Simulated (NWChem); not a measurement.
BF cation, doublet

Computed with NWChem. Spin-unrestricted. No stability test was run on the SCF state. The level has its own optimisation; frequencies are unscaled.

What does the run give for B3LYP/def2-TZVPP? Quantities: r B–F (Å); highest harmonic frequency (cm⁻¹); zero-point energy (kcal/mol).


```
Quantity                           Result
---------------------------------  ------
r B–F (Å)                           1.215
highest harmonic frequency (cm⁻¹)    1690
zero-point energy (kcal/mol)          2.4
```
